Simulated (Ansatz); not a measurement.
`BC` + `OBF` → `BOBF` + CH₄ at 400 K and 1 bar (ligand exchange at a B–C bond).

Computed with Ansatz on PBE0-D4/def2-TZVP structures; ΔE is electronic, products minus reactants. CCSD(T)/CBS is the MP2 limit (def2-TZVPP, def2-QZVPP) plus CCSD(T) − MP2 in def2-TZVPP, frozen cores. This one scheme is used for every species. Each species was taken in one conformer, which may not be the lowest.

```csv
species,CCSD(T)/CBS energy (Eh),H − E (kJ/mol),S (J/(mol·K))
`BC`,-65.83255,164.9,265.6
`OBF`,-201.07426,96.4,268.5
`BOBF`,-226.48924,132.3,312.6
CH₄,-40.46206,131.3,197.2
```

H − E and S are ideal-gas, rigid-rotor, harmonic terms from PBE0-D4/def2-TZVP, for one conformer and one mirror image of each species. 1 Eh = 2625.50 kJ/mol, R = 8.31446 J/(mol·K).

Task: By hand: ΔE, ΔH, ΔS and ΔG.

Result: ΔE = (-226.48924) + (-40.46206) − (-65.83255) − (-201.07426) = -0.04449 Eh = -116.8 kJ/mol. Δ(H − E) = 132.3 + 131.3 − 164.9 − 96.4 = 2.3, so ΔH = -114.5 kJ/mol. ΔS = 312.6 + 197.2 − 265.6 − 268.5 = -24.3 J/(mol·K). ΔG = -114.5 − 400 × (-24.3)/1000 = -104.8 kJ/mol.

Task: By hand: the equilibrium constant, and the temperature at which ΔG would vanish if ΔH and ΔS stayed fixed.

Result: log₁₀ K = −ΔG/(RT ln 10) = 13.7. ΔG = 0 at ΔH/ΔS = 4712 K, far beyond where these terms or the molecules hold.

ΔH outweighs TΔS. A doubt of 5 kJ/mol in ΔE shifts log₁₀ K by 0.7 here. Other conformers and mirror images would add mixing entropy, several J/(mol·K) or more a flexible species. These are equilibria of isolated gas molecules and say nothing of rates. Largest T1 diagnostic: 0.013 (customary marks: 0.02 for closed shells, 0.045 for open ones).
